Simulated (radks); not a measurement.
Values are calculated unless marked as measured or tabulated.
Task: Ionisation of Ar+, [Ne] 3s2 3p5, to Ar2+, [Ne] 3s2 3p4, under several functionals. Non-relativistic Kohn-Sham, spin-polarised, spherical densities, point nucleus; open shells are filled with parallel spins first; a radial shooting solver on a logarithmic mesh with Libxc functionals. Known Delta-SCF values: MS2 meta-GGA 27.755 eV. What does BLYP give, and what is its highest occupied eigenvalue?

Result: 27.586 eV by Delta-SCF; the 3p eigenvalue is -21.432 eV. NIST: 27.630 eV (measured).
